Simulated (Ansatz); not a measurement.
CaO2H2. Total charge 0; singlet. Geometry PBE0-D4/def2-TZVP; atoms count from 1.

Cartesian coordinates in Å:
```
Ca -0.702 0.750 -0.378
O -0.091 -0.402 1.295
O 1.159 -0.111 0.580
H -1.929 0.744 -2.009
H 1.564 -0.981 0.513
```

The structure holds 1 bond(s) between oxygen atoms. Another isomer (singlet) lies 4.76 eV lower at PBE0-D4/def2-TZVP; other spin states weren't run for this one.

(1) Estimate the Mulliken populations from the PBE0/def2-TZVP orbitals of Ansatz.

(2) And the Mayer bond orders between bonded heavy atoms (over 0.3)?

Results:

(1) 
```
atom  charge (e)
 Ca1        0.92
  O2       -0.56
  O3       -0.44
  H4       -0.27
  H5        0.36
```
Mulliken values and Mayer orders depend strongly on the basis.

(2) Ca1–O2 0.45 (2.12 Å); O2–O3 0.81 (1.47 Å).
